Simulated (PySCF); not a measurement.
GaH₃.

```xyz
4

Ga     0.0000     0.0000     0.0000
H      1.5686     0.0000     0.0000
H     -0.7843     1.3585     0.0000
H     -0.7843    -1.3585     0.0000
```

Geometry: PBE0-D3(BJ)/def2-TZVPD. The isomer is the one that the SMILES or the coordinates give; other isomers of the formula were not compared.

Calculation: PySCF with PBE0/pcSseg-2. Non-relativistic, no solvent.

Task: Give the absolute GIAO shielding of each atom: isotropic value and principal components (ppm). (The exact figures need the calculation; the answer reports its results.)

Result: 
```tsv
atom	σ(iso)	σ11	σ22	σ33	span
Ga1	1152.4	965.7	965.7	1525.8	560.1
H2	24.9	19.9	22.2	32.8	12.9
H3	24.9	19.9	22.2	32.8	12.9
H4	24.9	19.9	22.2	32.8	12.9
```
